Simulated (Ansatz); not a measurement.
Geometry optimisation, Ansatz 0.2.0, RKS LDA/6-31G.

Input file:

```yaml
crystal:
  periodic: [false, false, false]
  atoms:
    - { symbol: C, position_ang: [1.2622, -1.6452, 0.2773] }
    - { symbol: C, position_ang: [1.5869, -0.3346, 0.1036] }
    - { symbol: F, position_ang: [2.4736, 0.2162, 0.9323] }
    - { symbol: S, position_ang: [1.0008, 0.6689, -1.2452] }
    - { symbol: C, position_ang: [-0.3945, 1.4142, -0.2624] }
    - { symbol: Al, position_ang: [-2.0154, 0.2687, -0.2125] }
    - { symbol: H, position_ang: [1.653, -2.1918, 1.0786] }
    - { symbol: H, position_ang: [0.5323, -2.0371, -0.4146] }
    - { symbol: H, position_ang: [-0.6825, 2.3987, -0.676] }
    - { symbol: H, position_ang: [-0.0482, 1.6319, 0.8128] }
    - { symbol: H, position_ang: [-2.7314, -0.1676, -1.5587] }
    - { symbol: H, position_ang: [-2.5598, -0.2775, 1.1989] }
basis:
  gaussian: { orbitals: "6-31G" }
hamiltonian:
  xc: lda
relax:
  f_tol: 0.02
  max_steps: 50
```

Run as:

```bash
$ ansatz run input.yaml --threads 1 --pin off --max-ram 2048MiB --backend cpu --events-out ev --progress --plain --runs-dir out
```

Problem. Where does it end, and by what steps?

Solution. It converged. Limits of this set-up: no polarisation functions. After 13 steps the energy has fallen by 0.546 eV; H11 moved furthest, 0.81 Å. Joined: S4–Al6.

```json
{"step": "0", "energy less start (eV)": "0.0000", "largest force component (eV/Å)": "3.086", "accepted": "yes"}
{"step": "1", "energy less start (eV)": "-0.2223", "largest force component (eV/Å)": "1.263", "accepted": "yes"}
{"step": "2", "energy less start (eV)": "-0.3127", "largest force component (eV/Å)": "0.690", "accepted": "yes"}
{"step": "3", "energy less start (eV)": "-0.3448", "largest force component (eV/Å)": "0.349", "accepted": "yes"}
{"step": "4", "energy less start (eV)": "-0.4019", "largest force component (eV/Å)": "0.251", "accepted": "yes"}
{"step": "5", "energy less start (eV)": "-0.4428", "largest force component (eV/Å)": "0.340", "accepted": "yes"}
{"step": "6", "energy less start (eV)": "-0.4872", "largest force component (eV/Å)": "0.372", "accepted": "yes"}
{"step": "7", "energy less start (eV)": "-0.5218", "largest force component (eV/Å)": "0.247", "accepted": "yes"}
{"step": "8", "energy less start (eV)": "-0.5305", "largest force component (eV/Å)": "0.252", "accepted": "yes"}
{"step": "9", "energy less start (eV)": "-0.5423", "largest force component (eV/Å)": "0.149", "accepted": "yes"}
{"step": "10", "energy less start (eV)": "-0.5447", "largest force component (eV/Å)": "0.067", "accepted": "yes"}
{"step": "11", "energy less start (eV)": "-0.5458", "largest force component (eV/Å)": "0.038", "accepted": "yes"}
{"step": "12", "energy less start (eV)": "-0.5460", "largest force component (eV/Å)": "0.022", "accepted": "yes"}
{"step": "13", "energy less start (eV)": "-0.5462", "largest force component (eV/Å)": "0.010", "accepted": "yes"}
```

```xyz
12
Properties=species:S:1:pos:R:3
C 1.469 -1.826 0.343
C 1.314 -0.517 0.179
F 1.870 0.393 1.052
S 0.463 0.287 -1.205
C -0.483 1.651 -0.214
Al -2.039 0.448 -0.245
H 2.091 -2.214 1.155
H 0.977 -2.532 -0.330
H -0.474 2.557 -0.838
H 0.084 1.810 0.718
H -3.063 0.566 -1.488
H -2.132 -0.678 0.908
```

The run took 46 s on 1 thread of Arm Neoverse V2, on a shared host, peak memory 0.17 GiB.
